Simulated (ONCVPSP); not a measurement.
Which change was made? (I, ONCV)

iodine (I), optimised norm-conserving Vanderbilt (ONCV), made with ONCVPSP 4.0.1 (BLYP, fully relativistic). Core [Kr], reference 4d10 5s2 5p5. Waves: 5s: rc 1.60 bohr, ncon 4, nbas 9, qcut 3.6 1/bohr, 3 projectors, debl 0.7 Ha; 5p: rc 1.90 bohr, ncon 4, nbas 8, qcut 4.4 1/bohr, 1 projector; 4d: rc 1.20 bohr, ncon 4, nbas 9, qcut 12.7 1/bohr, 1 projector. Local part: polynomial inside 0.85 bohr (lpopt 2, dvloc0 0 Ha). Core correction: none.

Open shells are filled in proportion to 2j + 1.

Cutoffs, loose and tight: the cutoffs (Ha) at which the residual kinetic energy of the hardest occupied pseudo-wave falls to 1 and 0.1 mHa per electron. They do not see the model core or the augmentation charge, which bear on the density cutoff. Test errors are all-electron minus pseudo excitation energies from the reference, over the configurations 4d10 5s2 5p4; 4d10 5s2 5p3; 4d10 5s2 5p2; 4d9 5s2 5p5; variants that change the core or the reference have their own tests. The largest error is taken over the tests solved by every variant that gives reliable tests at all, those not shown here included: 4d10 5s2 5p2; 4d10 5s2 5p3; 4d10 5s2 5p4.

The base gives: outcome: generated; cutoff, loose: 56 Ha; cutoff, tight: 65 Ha; bound ghosts: s, p3/2, p1/2; GHOST(+) flags above zero: s; largest test error (meV): +28.

Q: After one change the result is: outcome: generated; cutoff, loose: 112 Ha; cutoff, tight: 129 Ha; bound ghosts: s, p3/2, p1/2; GHOST(+) flags above zero: s; largest test error (meV): +28. Which change was it?
A. d: qcut 9.3
B. d: qcut 7.9
C. d: qcut 19.1

A: C. The others give: d: qcut 9.3 → outcome: generated; cutoff, loose: 48 Ha; cutoff, tight: 195 Ha; bound ghosts: s, p3/2, p1/2; GHOST(+) flags above zero: s; largest test error (meV): +28 | d: qcut 7.9 → outcome: generated; cutoff, loose: 195 Ha; cutoff, tight: 226 Ha; bound ghosts: s, p3/2, p1/2; GHOST(+) flags above zero: s; largest test error (meV): +28.
